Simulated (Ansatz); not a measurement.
sulfur hexafluoride (F6S), singlet, at a GFN2-xTB geometry; R2SCAN/pcseg-1 run with Ansatz (a program for electronic structure).

Ansatz was given this input:
Ansatz 0.2 input:
```yaml
crystal:
  periodic: [false, false, false]
  atoms:
    - {symbol: F, position_ang: [0.60583172, -0.46165382, -1.39611638]}
    - {symbol: S, position_ang: [0.00000000, 0.00000000, 0.00000000]}
    - {symbol: F, position_ang: [1.29819968, -0.54124302, 0.74231451]}
    - {symbol: F, position_ang: [-0.69061044, -1.42240255, 0.17066190]}
    - {symbol: F, position_ang: [-1.29819968, 0.54124302, -0.74231451]}
    - {symbol: F, position_ang: [0.69061044, 1.42240255, -0.17066190]}
    - {symbol: F, position_ang: [-0.60583172, 0.46165382, 1.39611638]}
basis:
  gaussian:
    orbitals: pcseg-1.json
    final_grid: {core_spheres: 10, valence_spheres: 20, degree: 41}
hamiltonian:
  xc: r2scan
```
The basis file holds pcseg-1 in the JSON format of the Basis Set Exchange.

It wrote (shortened):

```
Functional definition: r2SCAN
1074 factors; their error is unknown
mean field evaluation 1: about -27113.3343 eV, gradient 7.4e1 eV
mean field evaluation 2: about -27095.6878 eV, gradient 1.3e2 eV
mean field evaluation 4: about -27121.9736 eV, gradient 2.0e0 eV
mean field evaluation 8: about -27121.9819 eV, gradient 5.2e-2 eV
mean field evaluation 16: about -27121.9239 eV, gradient 8.6e-6 eV
mean field -27121.92392945 eV, -996.7123205071 hartree, gradient 8.6e-6 eV, S^2 0.000000; 0 other end points of the search recorded, 0 dependent functions left out
reference -27121.92393399 eV, -996.7123206739 hartree; 35, 35 occupied and 67, 67 virtual orbitals, 1074 factors
Total energy: -27121.92393399 eV, -996.7123206739 hartree
```
